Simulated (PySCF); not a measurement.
# Bonding in `C=C(C)C#C[SiH2]P[SiH2]C`

Compound: C6H13PSi2.
SMILES with atom numbers: `[CH2:1]=[C:2]([CH3:3])[C:4]#[C:5][SiH2:6][PH:7][SiH2:8][CH3:9]` (hydrogens: H10, H11 on C1; H12, H13, H14 on C3; H15, H16 on Si6; H17 on P7; H18, H19 on Si8; H20, H21, H22 on C9)

Geometry (GFN2-xTB, Å), atoms numbered from 1 in this order:
```xyz
22
C6H13PSi2 angstrom
C     -4.348   -0.092    1.633
C     -3.537    0.059    0.588
C     -4.015    0.154   -0.832
C     -2.133    0.131    0.753
C     -0.930    0.204    0.865
Si     0.911    0.232    0.935
P      1.621   -1.089   -0.734
Si     3.457   -0.020   -1.427
C      4.815   -0.287   -0.129
H     -5.416   -0.153    1.510
H     -3.967   -0.162    2.638
H     -3.583   -0.652   -1.425
H     -5.099    0.089   -0.879
H     -3.693    1.098   -1.272
H      1.353    1.631    0.817
H      1.397   -0.357    2.187
H      0.803   -0.536   -1.698
H      3.239    1.421   -1.631
H      3.830   -0.618   -2.714
H      5.750    0.161   -0.448
H      4.990   -1.347    0.033
H      4.543    0.152    0.828
```

Bond orders from the PBE0/pcSseg-1 density (PySCF). Isolated species at its GFN2-xTB geometry (one conformer only).

(1) How far do the computed orders between heavy atoms stray from the drawn ones?

(2) Set the Mayer orders of the bonds beside their lengths.

## Answers

(1) The largest departure is 0.697, at C4–C5 (drawn triple, 2.303). Drawn double or triple, more than 0.30 short of the drawn order: C4–C5 (2.303).

(2) 
```tsv
bond	drawn as	length (Å)	Mayer order
C1–C2	double	1.331	1.941
C2–C3	single	1.501	1.064
C2–C4	single	1.416	1.039
C4–C5	triple	1.210	2.303
C5–Si6	single	1.842	1.012
Si6–P7	single	2.244	0.933
P7–Si8	single	2.235	0.960
Si8–C9	single	1.898	0.952
C1–H10	single	1.077	0.934
C1–H11	single	1.076	0.947
C3–H12	single	1.090	0.948
C3–H13	single	1.087	0.951
C3–H14	single	1.090	0.948
Si6–H15	single	1.472	0.898
Si6–H16	single	1.467	0.927
P7–H17	single	1.380	0.908
Si8–H18	single	1.472	0.914
Si8–H19	single	1.467	0.940
C9–H20	single	1.085	0.960
C9–H21	single	1.087	0.955
C9–H22	single	1.087	0.956
```

By pair of heavy elements: C–C: lowest C2–C4 (1.039, 1.416 Å), highest C4–C5 (2.303, 1.210 Å); in 1 of the 6 pairs the longer bond (by over 0.003 Å) has the higher order (by 0.02 or more). C–Si: lowest Si8–C9 (0.952, 1.898 Å), highest C5–Si6 (1.012, 1.842 Å). P–Si: lowest Si6–P7 (0.933, 2.244 Å), highest P7–Si8 (0.960, 2.235 Å).

Q: Sum the orders of all bonds at each heavy atom with more than one neighbour and set the sums beside the valence in the SMILES.

A: C1 3.822 (drawn 4), C2 4.044 (drawn 4), C3 3.911 (drawn 4), C4 3.342 (drawn 4), C5 3.315 (drawn 4), Si6 3.770 (drawn 4), P7 2.801 (drawn 3), Si8 3.766 (drawn 4), C9 3.823 (drawn 4). Orders between atoms that aren't bonded are not in these sums.

The Mayer order sums products of elements of PS (density times overlap matrix) between the two atoms' basis functions, so it depends on the basis set.
